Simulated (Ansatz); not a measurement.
C$_{2}$H$_{4}$AlCl, SMILES `[Cl][Al]1[CH2][CH2]1`, 8 atoms. Total charge 0; spin multiplicity 1. All runs use 2 threads of an Intel Xeon Platinum 8259CL on a shared host. Correlated methods freeze the cores.

Give the basis size and wall time and peak host memory of each of these runs in Ansatz. RKS PBE0-D4/def2-QZVPP energy; RKS B3LYP-D4/def2-TZVPP energy and forces; RKS HSE06 (plane-wave form)-D4/def2-TZVPP energy; direct RPA on PBE orbitals/def2-TZVPP energy; RKS ωB97M-V/def2-QZVPP energy; RKS BLYP-D4/def2-TZVPP energy; RKS PBE0-D4/def2-TZVP frequencies; RHF-CCSD(T)/def2-SVP energy; RHF-MP2/def2-QZVPP energy; RKS ωB97X-V/def2-TZVPP energy; RKS ωB97M-V/def2-SVP energy; RKS PBE0-D4/def2-TZVP relaxation (6 steps). (Estimate.)

Ansatz gave: Other jobs shared the machine, so times are rough.

```csv
level,job,functions,wall time,peak host memory (GiB)
RHF-CCSD(T)/def2-SVP,energy,84,2.4 s,0.38
RKS BLYP-D4/def2-TZVPP,energy,202,3.3 s,0.24
RKS HSE06 (plane-wave form)-D4/def2-TZVPP,energy,202,3.6 s,0.45
RKS B3LYP-D4/def2-TZVPP,energy and forces,202,5 s,0.48
RKS ωB97M-V/def2-SVP,energy,84,5 s,0.38
direct RPA on PBE orbitals/def2-TZVPP,energy,202,6.5 s,0.43
RKS ωB97X-V/def2-TZVPP,energy,202,8 s,0.52
RKS PBE0-D4/def2-QZVPP,energy,374,8.5 s,1.1
RHF-MP2/def2-QZVPP,energy,374,19 s,1.6
RKS ωB97M-V/def2-QZVPP,energy,374,21 s,1.2
RKS PBE0-D4/def2-TZVP,relaxation (6 steps),160,27 s,0.37
RKS PBE0-D4/def2-TZVP,frequencies,160,120 s,0.4
```

B3LYP here is the variant with VWN-RPA as its local correlation; programs differ in this.
